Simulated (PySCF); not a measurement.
## How methods differ on the excitation energy of Cu⁺

Cu⁺ [Ar] 3d10 (1S) → Cu⁺ [Ar] 3d9 4p1 (high-spin determinant), as a difference of total energies. Computed with PySCF 2.14 in x2c-TZVPPall (6s5p4d2f1g, 64 functions), with the spin-free X2C one-electron Hamiltonian (Gaussian nucleus). Correlated levels: valence: [Ar] frozen. The calculations carry no spin-orbit coupling.

```csv
method,excitation energy (eV)
UHF,5.997
MP2 (valence),9.035
SCS-MP2 (valence),8.718
CCSD (valence),8.054
CCSD(T) (valence),8.192
```

Question: How much does correlation contribute at CCSD(T) (valence)?

Answer: 8.192 − (5.997) = 2.195 eV, measured against UHF.

A first-order spin-orbit estimate (lowest level to lowest level, LS coupling) adds -0.074 eV.

The basis was made for the ground configuration and has no added diffuse functions, so the excitation energy can come out too high.

The determinant of the upper state mixes LS terms, which raises its energy above the lowest term, most at the Hartree-Fock and MP2 levels.
